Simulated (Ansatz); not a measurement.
Reaction (ligand exchange at the Si–O bond): `O[SiH2]S[SiH2]F` + NH₃ → `N[SiH2]S[SiH2]F` + H₂O

Computed with Ansatz on PBE0-D4/def2-TZVP structures; ΔE is electronic, products minus reactants. CCSD(T)/CBS is the MP2 limit (def2-TZVPP, def2-QZVPP) plus CCSD(T) − MP2 in def2-TZVPP, frozen cores. This one scheme is used for every species. Functionals use def2-TZVPP. B3LYP here is the variant with VWN-RPA as its local correlation; programs differ in this. Each species was taken in one conformer, which may not be the lowest.

Question: Is it downhill or uphill in electronic energy at CCSD(T)/CBS, and by how much? (Best estimate.)

Answer: The calculation gave: Uphill: ΔE = +41.8 kJ/mol.

Question: What do these levels give: PBE0-D4, B3LYP-D4, ωB97M-V, SCS-MP2/def2-TZVPP, HF/CBS(def2), MP2/CBS(def2)? (An estimate is asked.)

Answer: Ansatz gave: PBE0-D4 40.8, B3LYP-D4 44.9, ωB97M-V 45.2, SCS-MP2/def2-TZVPP 45.2, HF/CBS(def2) 48.6, MP2/CBS(def2) 41.0 kJ/mol.

Largest T1 diagnostic among the species: 0.012.

In def2-TZVPP, CCSD(T) changes the Hartree–Fock value by −4.7 kJ/mol (the triples alone add −0.4 kJ/mol) and MP2 by −5.5 kJ/mol.
